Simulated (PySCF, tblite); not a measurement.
Isomers of C7H10F2O, one GFN2-xTB conformer each. Single-point energies are computed at PBE0/pcSseg-1 (PySCF, gas phase, no added dispersion term), electronic only.

Question: Rank them by PBE0/pcSseg-1 energy, lowest first (kJ/mol).
A. `[F:1][CH2:2][C@@H:3]1[O:4][C@H:5]([F:6])[C@@H:7]1[CH:8]1[CH2:9][CH2:10]1` with F1–C2–C3–O4 -170°, C5–C7–C8–C9 -176°
B. `[CH2:1]=[CH:2][C@@H:3]1[CH2:4][C@@H:5]([F:6])[C@@H:7]1[O:8][CH2:9][F:10]` with C1–C2–C3–C4 -130°, C5–C7–O8–C9 83°, C7–O8–C9–F10 71°, C2–C3–C4–C5 -101°, C3–C4–C5–F6 -133°, C4–C5–C7–O8 132°, C2–C3–C7–C5 101°

Answer: A (0.0), B (10.1).

As drawn, the lower has a three-membered ring, which the higher lacks; the higher has a C=C bond outside aromatic rings, which the lower lacks. Neighbours about 10 kJ/mol apart or less (FC[C@@H]1O[C@H](F)[C@@H]1C1CC1 and C=C[C@@H]1C[C@@H](F)[C@@H]1OCF) can change places with a better method, another conformer or zero-point energy. GFN2-xTB itself gives, in the same order: 0.0, 12.8. Both levels put the same isomer lowest.

Question: Which frontier levels, dipoles and rotational constants go with these structures?

Answer: 
```csv
SMILES,"HOMO (eV, PBE0/pcSseg-1)",LUMO (eV),dipole (D),"A, B, C (MHz)"
FC[C@@H]1O[C@H](F)[C@@H]1C1CC1,-8.15,1.14,1.77,"1450, 1310, 805.7"
C=C[C@@H]1C[C@@H](F)[C@@H]1OCF,-7.58,0.25,1.79,"1522, 1022, 672.5"
```

Question: What happens when harmonic zero-point energies from GFN2-xTB frequencies are added?

Answer: 
```csv
SMILES,ZPE (kJ/mol),electronic (kJ/mol),with ZPE (kJ/mol)
FC[C@@H]1O[C@H](F)[C@@H]1C1CC1,417.0,0.0,0.0
C=C[C@@H]1C[C@@H](F)[C@@H]1OCF,412.0,10.1,5.1
```

The zero-point energies span 5.0 kJ/mol. The order is unchanged.

Question: As an exercise, what shares would exp(−E/RT) give at 500 K from these electronic energies alone (no entropy, no degeneracies)?

Answer: RT = 4.157 kJ/mol: FC[C@@H]1O[C@H](F)[C@@H]1C1CC1 92.0 %, C=C[C@@H]1C[C@@H](F)[C@@H]1OCF 8.0 %.
